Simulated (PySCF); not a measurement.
**Fractional electron number in I (iodine, neutral)**

The 5p beta orbital of [Kr] 4d10 5s2 5p5 is emptied in steps (occupation f), with all orbitals relaxed, ending at [Kr] 4d10 5s2 5p4. All numbers are calculated (PySCF 2.14, scalar relativity through the core potential, in aug-cc-pVDZ-PP with ECP28MDF). The exact energy is a straight line in f; departures are measured from the line between the end points of the same method.

Q: Among UHF, LDA, PBE, PBE0, r2SCAN, LC-wPBE, BHandHLYP, MN15, which shows the largest delocalisation error (convex curve), and which is closest to linear?

A: Most convex: LDA (-1.009 eV at f = 0.5); closest to linear: LC-wPBE (-0.023 eV).

```tsv
f	UHF (eV)	LDA (eV)	PBE (eV)	PBE0 (eV)	r2SCAN (eV)	LC-wPBE (eV)	BHandHLYP (eV)	MN15 (eV)
1	0.000	0.000	0.000	0.000	0.000	0.000	0.000	0.000
0.9	0.068	-0.360	-0.347	-0.246	-0.324	-0.009	-0.153	-0.185
0.7	0.153	-0.844	-0.812	-0.574	-0.750	-0.021	-0.361	-0.432
0.5	0.177	-1.009	-0.969	-0.683	-0.884	-0.023	-0.434	-0.513
0.3	0.144	-0.850	-0.815	-0.573	-0.732	-0.018	-0.369	-0.429
0.1	0.060	-0.365	-0.349	-0.245	-0.310	-0.006	-0.160	-0.181
0	0.000	0.000	0.000	0.000	0.000	0.000	0.000	0.000
```

| method | E(f=0) − E(f=1) (eV) | −ε at f=1 (eV) | −ε at f=0.5 (eV) |
| --- | --- | --- | --- |
| UHF | 9.591 | 10.355 | 9.565 |
| LDA | 10.809 | 6.822 | 10.790 |
| PBE | 10.523 | 6.674 | 10.516 |
| PBE0 | 10.554 | 7.827 | 10.556 |
| r2SCAN | 10.569 | 6.960 | 10.625 |
| LC-wPBE | 10.597 | 10.498 | 10.604 |
| BHandHLYP | 10.522 | 8.825 | 10.501 |
| MN15 | 10.400 | 8.340 | 10.410 |

Reference removal energy between the ground levels: 10.451 eV (measured; NIST Atomic Spectra Database, ionization energies). The calculation has no spin-orbit coupling. UHF lacks correlation.
